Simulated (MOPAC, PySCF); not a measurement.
H$_{2}$O$_{4}$S, SMILES `O=S(=O)(O)O` (O–S–O–H torsion -162°, O–S–O–H torsion -27°), neutral singlet in the gas phase. 

Cartesian coordinates (Å):
SMILES: O=S(=O)(O)O
```xyz
7

O      0.3814     1.6233     0.1876
S     -0.0688     0.2899     0.3430
O     -0.7207    -0.1945     1.5029
O     -0.9861     0.0004    -0.9109
O      1.1491    -0.6870     0.0986
H     -1.5341    -0.7745    -0.7246
H      1.7792    -0.2576    -0.4965
```
Charge 0, spin multiplicity 1.

All levels are single points at this geometry (PBE0-D3(BJ)/def2-TZVP); Pople sets use spherical d functions. Orbital energies aren't observables, and empty levels follow the basis.

| level | HOMO (eV) | LUMO (eV) | gap (eV) | dipole (D) | vertical IE, Delta-SCF (eV) |
|---|---|---|---|---|---|
| ωB97X-D3(BJ)/def2-TZVP in PySCF | -12.17 | 2.05 | 14.22 | 3.28 | 12.41 |
| B3LYP/3-21G in PySCF | -8.69 | 0.45 | 9.15 | 3.28 | – |
| SVWN5/6-31G* in PySCF | -7.74 | -0.28 | 7.47 | 3.24 | 11.57 |
| HF/3-21G in PySCF | -13.66 | 4.94 | 18.61 | 3.71 | – |
| HF/STO-3G in PySCF | -8.82 | 10.51 | 19.33 | 2.77 | – |
| PM6 in MOPAC | -12.41 | -0.60 | 11.82 | 3.25 | – |
